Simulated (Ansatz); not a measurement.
Strength of the Ga–H bond: GaH(CH3)(SeH) → Ga(CH3)(SeH) + H

Gas-phase species: GaH(CH3)(SeH), singlet; Ga(CH3)(SeH), doublet; H atom, doublet. 

Shapes, held fixed at every level: PBE0-D4/def2-TZVP. Flexible molecules stand in one conformer, not always the lowest. Programs: Ansatz 0.2.0. The zero-point and thermal change to 298 K, harmonic and unscaled (PBE0-D4/def2-TZVP), is -14.4 kJ/mol.

```csv
level,kind,ΔH(298 K) (kJ/mol),less CCSD(T)/def2-TZVPP
MP2/def2-SVP,perturbation theory,+312.4,-21.6
HF/def2-SVP,Hartree–Fock,+252.8,-81.2
PBE-D4/def2-TZVPP,GGA,+312.0,-22.0
r2SCAN0-D4/def2-TZVPP,global hybrid,+321.6,-12.4
wB97M-V/def2-TZVPP,range-separated hybrid,+331.4,-2.6
CCSD/def2-TZVPP,coupled cluster or CI,+333.8,-0.2
CCSD(T)/def2-TZVPP,coupled cluster or CI,+334.0,0.0
```

The highest level, CCSD(T)/def2-TZVPP, gives ΔH(298 K) = +334.0 kJ/mol; the levels span +252.8 to +334.0. The column of differences is taken from that level and isn't an error. Hartree–Fock misses the correlation of the pair that is broken and comes out low. No measured value is set beside it here. Open shells run unrestricted. Relativity is left out for Ga, Se. Outer-core shells of Ga, Se are correlated, in sets that cover them unevenly.
